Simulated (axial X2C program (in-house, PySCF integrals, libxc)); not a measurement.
**CuGe: properties at the nuclei**

Calculated with an axial X2C code built on PySCF integrals: two-component X2C with atomic mean-field Coulomb and Gaunt terms, Gaussian nuclei, basis Ge dyall-cv3z, Cu dyall-cv3z with contracted cores.

R = 2.272 Å (near the PBE0 minimum at charge 0 of the determinant lowest at the starting distance; the state shown can have its own minimum elsewhere).

Input and command:
```json
{"zs": [32, 29], "q": 0, "bas": ["dyall-cv3z", "dyall-cv3z"], "r0": 2.33, "levels": ["PBE0", "HF", "TPSSh", "LDA", "B3LYP"], "nst": 3}
```
```bash
python soeom.py task.json out
```

Keys: zs atomic numbers; q charge; bas basis sets; r0 starting distance in Å; levels methods; nst determinants followed.

Determinant lowest in the PBE0 search, Ω = 1/2 (⟨Sz⟩ = -0.50, ⟨Lz⟩ = 1.00 at PBE0), spin on the atoms Ge -0.51, Cu 0.01:

```json
{"level": "PBE0", "Eeff magnitude (GV/cm)": "0.0982", "Ws magnitude Ge (kHz)": "0.0478", "Ws magnitude Cu (kHz)": "0.0201", "A∥/gI Ge (MHz)": "1380", "qzz Ge (a.u.)": "-2.97", "A∥/gI Cu (MHz)": "407", "qzz Cu (a.u.)": "0.55", "μ (D)": "1.13"}
{"level": "TPSSh", "Eeff magnitude (GV/cm)": "0.0798", "Ws magnitude Ge (kHz)": "0.0316", "Ws magnitude Cu (kHz)": "0.021", "A∥/gI Ge (MHz)": "1330", "qzz Ge (a.u.)": "-2.69", "A∥/gI Cu (MHz)": "430", "qzz Cu (a.u.)": "0.70", "μ (D)": "1.07"}
{"level": "LDA", "Eeff magnitude (GV/cm)": "0.144", "Ws magnitude Ge (kHz)": "0.0766", "Ws magnitude Cu (kHz)": "0.0257", "A∥/gI Ge (MHz)": "1350", "qzz Ge (a.u.)": "-2.43", "A∥/gI Cu (MHz)": "394", "qzz Cu (a.u.)": "0.91", "μ (D)": "0.38"}
{"level": "B3LYP", "Eeff magnitude (GV/cm)": "0.118", "Ws magnitude Ge (kHz)": "0.0736", "Ws magnitude Cu (kHz)": "0.00744", "A∥/gI Ge (MHz)": "1340", "qzz Ge (a.u.)": "-2.78", "A∥/gI Cu (MHz)": "319", "qzz Cu (a.u.)": "0.66", "μ (D)": "0.70"}
```

Eeff is the effective electric field on the electron electric dipole moment in this Ω state and Ws the scalar–pseudoscalar constant of the nucleus named (defined with the proton number Z and per Ω); A∥ (defined per Ω) follows by multiplying with gI = μI/(I μN); qzz is the electric field gradient, eQq0 = 234.96 MHz × Q/barn × qzz; μ is positive if the Cu end (last atom) is positive. The operators were transformed with the bare-nucleus X2C matrices; with these basis sets, hyperfine constants and field gradients can be off by tens of per cent, and where levels differ in sign neither size nor sign is settled.

Q: With gI(73Ge) = -0.1954, Q(73Ge) = -0.196 barn, gI(63Cu) = 1.4824, Q(63Cu) = -0.22 barn (g factors from the IAEA table of nuclear moments by Stone; Q from Pyykkö, Mol. Phys. 2018), turn the PBE0 values of the first state into constants in MHz.

A: A∥(73Ge) = 1380 × -0.1954 = -270 MHz; eQq0(73Ge) = 234.96 × (-0.196) × (-2.97) = 137 MHz; A∥(63Cu) = 407 × 1.4824 = 603 MHz; eQq0(63Cu) = 234.96 × (-0.22) × (0.55) = -28.4 MHz.

Each state is one determinant with collinear spin. Left out as unconverged or as another state under the same occupation: HF in at least one table. The search compared states at one distance, so a state with another bond length can lie lower. Further determinants of the search, some of them spin-mixed, are not shown.
